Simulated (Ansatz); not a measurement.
Geometry optimisation, RKS PBE/def2-SVP (Ansatz).

Input:

```yaml
crystal:
  periodic: [false, false, false]
  atoms:
    - { symbol: Ta, position_ang: [-0.413496, -0.399828, 0.295725] }
    - { symbol: Cl, position_ang: [2.976792, -0.155079, -1.135832] }
    - { symbol: F, position_ang: [0.711779, 0.741898, 1.337494] }
    - { symbol: O, position_ang: [-0.002618, -0.165119, -1.520932] }
    - { symbol: H, position_ang: [0.938518, -0.05853, -1.808973] }
    - { symbol: F, position_ang: [-1.835014, 0.79075, 0.723914] }
    - { symbol: F, position_ang: [-1.6804, -1.82301, 0.277434] }
    - { symbol: "N", position_ang: [0.917969, -1.863178, 1.070421] }
    - { symbol: H, position_ang: [0.634905, -2.831107, 0.825742] }
    - { symbol: Si, position_ang: [1.882408, -1.811164, 2.5597] }
    - { symbol: H, position_ang: [2.406078, -3.202656, 2.79727] }
    - { symbol: H, position_ang: [3.038146, -0.857928, 2.407146] }
    - { symbol: H, position_ang: [1.05672, -1.396454, 3.747836] }
    - { symbol: H, position_ang: [2.543012, -1.132698, -0.308745] }
basis:
  gaussian: { orbitals: def2-SVP }
hamiltonian:
  xc: pbe
relax:
  f_tol: 0.03
  max_steps: 50
```

Run as:

```bash
$ ansatz run input.yaml --threads 4 --pin off --max-ram 5120MiB --backend cpu --events-out ev --progress --plain --runs-dir out
```

Where does it end, and by what steps?

The forces met the threshold. After 12 steps the energy has fallen by 0.309 eV; Cl2 moved furthest, 1.16 Å.

| step | energy less start (eV) | largest force component (eV/Å) | accepted |
| --- | --- | --- | --- |
| 0 | 0.0000 | 0.787 | yes |
| 1 | -0.0961 | 0.702 | yes |
| 2 | -0.1687 | 0.313 | yes |
| 3 | -0.2173 | 0.245 | yes |
| 4 | -0.2495 | 0.222 | yes |
| 5 | -0.2708 | 0.246 | yes |
| 6 | -0.2807 | 0.498 | yes |
| 7 | -0.2966 | 0.234 | yes |
| 8 | -0.3027 | 0.381 | yes |
| 9 | -0.3067 | 0.119 | yes |
| 10 | -0.3084 | 0.081 | yes |
| 11 | -0.3093 | 0.043 | yes |
| 12 | -0.3094 | 0.013 | yes |

```xyz
14
Properties=species:S:1:pos:R:3
Ta -0.421 -0.321 0.358
Cl 2.892 -1.289 -1.356
F 0.458 0.768 1.661
O 0.266 0.425 -1.218
H 1.131 0.139 -1.615
F -2.088 0.378 0.923
F -1.317 -1.850 -0.347
N 0.886 -1.723 1.064
H 0.610 -2.695 0.853
Si 1.939 -1.606 2.519
H 2.606 -2.946 2.655
H 2.969 -0.541 2.307
H 1.136 -1.325 3.755
H 2.107 -1.578 -0.290
```

Whether the end is a true minimum wasn't checked by a vibrational analysis.

Run time: 49 s on 4 threads of Arm Neoverse V2, on a shared host, peak memory 0.27 GiB.
